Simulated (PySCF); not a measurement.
# Polarisability and C₆ of Cl(2+) (chlorine, charge +2)

[Ne] 3s1 3p3 3d1, high-spin 6D determinant (an excited configuration). All numbers are calculated (PySCF 2.14, scalar relativity by spin-free X2C-1e, in aug-cc-pCVTZ-DK (8s7p5d3f, 75 functions)). Coupled (time-dependent) response in atomic units; α is the mean over directions.

```csv
method,mean α (bohr³),"α xx, yy, zz",C₆ (like pair),S(−4)
PW91,7.479,"8.541, 8.541, 5.354",25.70,47.64
```

S(−4) is the Cauchy moment in α(ω) = α(0) + S(−4) ω² + …

α(iu) at PW91:

```
u (hartree)  α(iu) (bohr³)
          0          7.479
     0.0500          7.364
      0.100          7.067
      0.200          6.277
      0.300          5.537
      0.500          4.343
      0.750          3.213
       1.00          2.399
       1.50          1.427
       2.00         0.9321
       3.00         0.4905
       5.00         0.2167
```

A single London oscillator, α(iu) = α/(1 + u²/ω²), gives C₆ = (3/4) ω α². Matching the computed C₆ needs ω = 4 × 25.70 / (3 × 7.479²) = 0.613 hartree.

For an ion, C₆ is the dispersion term alone; charge-induced terms of lower order in 1/R come first.

The components differ because the open shell of this determinant is not spherical; for a pure term their mean is the scalar polarisability.

The outer electron is Rydberg-like, and this basis confines it to a smaller radius and binds it less than a complete one would.
